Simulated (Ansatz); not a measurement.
Geometry optimisation of `N[SiH]([O])O` radical.

```yaml
crystal:
  periodic: [false, false, false]
  atoms:
    - {symbol: N, position_ang: [-0.998120, -0.033070, 0.823820]}
    - {symbol: Si, position_ang: [0.213290, 0.345010, -0.383000]}
    - {symbol: O, position_ang: [0.027100, 1.448000, -1.425560]}
    - {symbol: O, position_ang: [0.770440, -1.150540, -0.727140]}
    - {symbol: H, position_ang: [-0.913770, -0.880480, 1.360570]}
    - {symbol: H, position_ang: [-1.408040, 0.714380, 1.355720]}
    - {symbol: H, position_ang: [1.227560, 0.875170, 0.606300]}
    - {symbol: H, position_ang: [1.081540, -1.318460, -1.610720]}
basis:
  gaussian: {orbitals: def2-TZVP}
magnetization: {spin_polarized: true, initial_magnetization: 1}
hamiltonian: {xc: pbe0, dispersion: d4}
relax: {f_tol: 0.005, max_steps: 150}
```

```sh
$ ansatz run in.yaml --threads 2 --pin off --events-out ev --progress --plain --max-ram 32768MiB --backend cpu
```

It prints (some lines left out):

```
Functional definition: PBE0
mean field -13520.80935658 eV, -496.8805791204 hartree, gradient 2.6e-5 eV, S^2 0.761587; 4 other end points of the search recorded, 0 dependent functions left out
relax step   1: F+E_penalty+E_count = -13520.92452204 eV  Δ(F+E_penalty+E_count) = +0.000e0 eV  max|allowed force component| = 2.541e0 eV/Å  Δτ_max = 0.0000 Å  (92 SCF iters, accepted)
mean field -13520.98112304 eV, -496.8868914215 hartree, gradient 2.0e-5 eV, S^2 0.760551; 0 other end points of the search recorded, 0 dependent functions left out
relax step   2: F+E_penalty+E_count = -13521.09637533 eV  Δ(F+E_penalty+E_count) = -1.719e-1 eV  max|allowed force component| = 2.714e0 eV/Å  Δτ_max = 0.0964 Å  (55 SCF iters, accepted)
mean field -13521.21584652 eV, -496.8955173505 hartree, gradient 3.9e-5 eV, S^2 0.757740; 0 other end points of the search recorded, 0 dependent functions left out
relax step   3: F+E_penalty+E_count = -13521.33197410 eV  Δ(F+E_penalty+E_count) = -2.356e-1 eV  max|allowed force component| = 1.062e0 eV/Å  Δτ_max = 0.1951 Å  (55 SCF iters, accepted)
mean field -13521.25332867 eV, -496.8968947941 hartree, gradient 2.0e-5 eV, S^2 0.757101; 0 other end points of the search recorded, 0 dependent functions left out
relax step   4: F+E_penalty+E_count = -13521.36923797 eV  Δ(F+E_penalty+E_count) = -3.726e-2 eV  max|allowed force component| = 9.515e-1 eV/Å  Δτ_max = 0.0719 Å  (51 SCF iters, accepted)
mean field -13521.33083233 eV, -496.8997430009 hartree, gradient 1.4e-5 eV, S^2 0.755689; 0 other end points of the search recorded, 0 dependent functions left out
relax step   5: F+E_penalty+E_count = -13521.44554986 eV  Δ(F+E_penalty+E_count) = -7.631e-2 eV  max|allowed force component| = 6.069e-1 eV/Å  Δτ_max = 0.1995 Å  (67 SCF iters, accepted)
mean field -13521.30355939 eV, -496.8987407388 hartree, gradient 1.1e-5 eV, S^2 0.754278; 0 other end points of the search recorded, 0 dependent functions left out
relax step   6: F+E_penalty+E_count = -13521.41833550 eV  Δ(F+E_penalty+E_count) = +2.721e-2 eV  max|allowed force component| = 9.281e-1 eV/Å  Δτ_max = 0.2000 Å  (61 SCF iters, rejected (line search))
mean field -13521.36521553 eV, -496.9010065603 hartree, gradient 1.5e-5 eV, S^2 0.754976; 0 other end points of the search recorded, 0 dependent functions left out
relax step   7: F+E_penalty+E_count = -13521.47987644 eV  Δ(F+E_penalty+E_count) = -3.433e-2 eV  max|allowed force component| = 3.153e-1 eV/Å  Δτ_max = 0.1000 Å  (66 SCF iters, accepted)
mean field -13521.37697144 eV, -496.9014385818 hartree, gradient 1.3e-5 eV, S^2 0.754309; 0 other end points of the search recorded, 0 dependent functions left out
relax step   8: F+E_penalty+E_count = -13521.49174148 eV  Δ(F+E_penalty+E_count) = -1.187e-2 eV  max|allowed force component| = 3.449e-1 eV/Å  Δτ_max = 0.1000 Å  (61 SCF iters, accepted)
mean field -13521.37903053 eV, -496.9015142521 hartree, gradient 6.3e-6 eV, S^2 0.754208; 0 other end points of the search recorded, 0 dependent functions left out
relax step   9: F+E_penalty+E_count = -13521.49381299 eV  Δ(F+E_penalty+E_count) = -2.072e-3 eV  max|allowed force component| = 3.946e-1 eV/Å  Δτ_max = 0.0215 Å  (61 SCF iters, accepted)
mean field -13521.38329870 eV, -496.9016711043 hartree, gradient 1.2e-5 eV, S^2 0.754171; 0 other end points of the search recorded, 0 dependent functions left out
relax step  10: F+E_penalty+E_count = -13521.49806337 eV  Δ(F+E_penalty+E_count) = -4.250e-3 eV  max|allowed force component| = 9.326e-2 eV/Å  Δτ_max = 0.0488 Å  (59 SCF iters, accepted)
mean field -13521.38420073 eV, -496.9017042535 hartree, gradient 8.9e-6 eV, S^2 0.754105; 0 other end points of the search recorded, 0 dependent functions left out
relax step  11: F+E_penalty+E_count = -13521.49899622 eV  Δ(F+E_penalty+E_count) = -9.328e-4 eV  max|allowed force component| = 1.987e-1 eV/Å  Δτ_max = 0.0256 Å  (60 SCF iters, accepted)
mean field -13521.38433529 eV, -496.9017091983 hartree, gradient 2.5e-6 eV, S^2 0.754092; 0 other end points of the search recorded, 0 dependent functions left out
relax step  12: F+E_penalty+E_count = -13521.49919739 eV  Δ(F+E_penalty+E_count) = -2.012e-4 eV  max|allowed force component| = 1.646e-1 eV/Å  Δτ_max = 0.0334 Å  (60 SCF iters, accepted)
mean field -13521.38535738 eV, -496.9017467595 hartree, gradient 7.1e-6 eV, S^2 0.754058; 0 other end points of the search recorded, 0 dependent functions left out
relax step  13: F+E_penalty+E_count = -13521.50019552 eV  Δ(F+E_penalty+E_count) = -9.981e-4 eV  max|allowed force component| = 2.799e-2 eV/Å  Δτ_max = 0.0287 Å  (57 SCF iters, accepted)
mean field -13521.38535588 eV, -496.9017467045 hartree, gradient 3.4e-6 eV, S^2 0.754054; 0 other end points of the search recorded, 0 dependent functions left out
relax step  14: F+E_penalty+E_count = -13521.50020854 eV  Δ(F+E_penalty+E_count) = -1.302e-5 eV  max|allowed force component| = 2.404e-2 eV/Å  Δτ_max = 0.0072 Å  (64 SCF iters, accepted)
mean field -13521.38544520 eV, -496.9017499868 hartree, gradient 6.8e-6 eV, S^2 0.754053; 0 other end points of the search recorded, 0 dependent functions left out
relax step  15: F+E_penalty+E_count = -13521.50029442 eV  Δ(F+E_penalty+E_count) = -8.588e-5 eV  max|allowed force component| = 1.405e-2 eV/Å  Δτ_max = 0.0043 Å  (60 SCF iters, accepted)
mean field -13521.38545153 eV, -496.9017502194 hartree, gradient 9.4e-6 eV, S^2 0.754046; 0 other end points of the search recorded, 0 dependent functions left out
relax step  16: F+E_penalty+E_count = -13521.50030193 eV  Δ(F+E_penalty+E_count) = -7.505e-6 eV  max|allowed force component| = 4.037e-3 eV/Å  Δτ_max = 0.0033 Å  (51 SCF iters, accepted)
mean field -13521.38545153 eV, -496.9017502194 hartree, gradient 9.4e-6 eV, S^2 0.754046; 3 other end points of the search recorded, 0 dependent functions left out
Total energy: -13521.50032835 eV, -496.9059718648 hartree
Atom 0 at    -0.902539    -0.010074     0.956801 Å, force    -0.000711     0.000254    -0.002403 eV/Å
Atom 1 at     0.279010     0.283573    -0.211373 Å, force     0.003209     0.004037     0.002100 eV/Å
Atom 2 at    -0.196667     1.511555    -1.212185 Å, force    -0.001911     0.000271    -0.001351 eV/Å
Atom 3 at     0.572831    -1.186562    -0.864721 Å, force     0.000778    -0.001198    -0.000695 eV/Å
Atom 4 at    -1.157369    -0.941395     1.234294 Å, force    -0.000086     0.000922     0.000031 eV/Å
Atom 5 at    -1.524082     0.701299     1.296874 Å, force     0.002111    -0.003157    -0.000402 eV/Å
Atom 6 at     1.566627     0.922689     0.199578 Å, force    -0.000421    -0.001408     0.000391 eV/Å
Atom 7 at     1.362189    -1.281074    -1.399278 Å, force    -0.002969     0.000281     0.002330 eV/Å
Dipole moment:     0.065409    -0.246119     0.235850 e Å
```

Hardware: 2 threads of an AMD EPYC 7R13 on a shared host. Wall time 120 s, peak host memory 0.57 GiB.
